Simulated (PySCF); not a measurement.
Species: C9H13P.
Bonds: C1–P2, P2–C3, P2–C4, C4–C5, C5–C6 (aromatic), C6–C7 (aromatic), C7–C8 (aromatic), C8–C9 (aromatic), C9–C10 (aromatic), C5–C10 (aromatic). Hydrogens: H11, H12, H13 on C1; H14, H15, H16 on C3; H17, H18 on C4; H19 on C6; H20 on C7; H21 on C8; H22 on C9; H23 on C10.

Definitions: NICS(0) = −σiso at the ring centroid; NICS(1) = −σiso and NICS(1)zz = −σzz at ±1 Å along the ring normal z. Level: GIAO PBE0/pcSseg-1 (PySCF, non-relativistic, gas phase) on the GFN2-xTB geometry, one conformer.

Ring bond lengths (Å), with Mayer bond orders in brackets: C5–C6 1.391 (1.39), C6–C7 1.382 (1.45), C7–C8 1.385 (1.42), C8–C9 1.384 (1.44), C9–C10 1.384 (1.44), C10–C5 1.389 (1.42).

Task: What do the NICS probes read (ppm)?

Result: 
```json
{"ring": "C5–C6–C7–C8–C9–C10", "type": "6-membered carbocycle; formal bonds all aromatic", "NICS(0)": "-8.4", "NICS(1), two faces": "-11.2 / -11.1", "NICS(1)zz, two faces": "-27.9 / -28.6", "rms pucker (Å)": "0.00", "centre to ring atoms, mean (Å)": "1.39"}
```

Task: What do they say, and how far can they be read as aromaticity?

Result: 
- C5–C6–C7–C8–C9–C10: mean NICS(1)zz -28.3 ppm, shielded. For a flat ring without four-coordinate atoms the NICS criterion counts such a value as aromatic.

Task: And the bond-length index? Use HOMA with the parameters of Krygowski (1993).

Result: 
- C5–C6–C7–C8–C9–C10: HOMA 1.00 = 1 − EN − GEO, with mean bond length 1.386 Å, EN = α(Ropt − mean)² = 0.001 and GEO = α × variance = 0.002. The geometric and the magnetic index point the same way.

Task: What is the mean of the two in-plane components of NICS at the first NICS(1) probe listed for ring C5–C6–C7–C8–C9–C10, 1 Å off the ring?

Result: The isotropic value is a third of the trace: (3 × -11.2 − (-27.9))/2 = -2.8 ppm.

Task: Give the inner angles of the rings and the Hirshfeld charges of the ring atoms.

Result: 
- C5–C6–C7–C8–C9–C10: C5 118.8° (+0.004 e), C6 120.7° (-0.054 e), C7 120.1° (-0.049 e), C8 119.6° (-0.055 e), C9 120.2° (-0.051 e), C10 120.6° (-0.053 e); sum 720.0° against 720° for a flat convex ring.

The values belong to the conformer `[CH3:1][P:2]([CH3:3])[CH2:4][c:5]1[cH:6][cH:7][cH:8][cH:9][cH:10]1`: C1–P2–C4–C5 69°, P2–C4–C5–C6 67°.
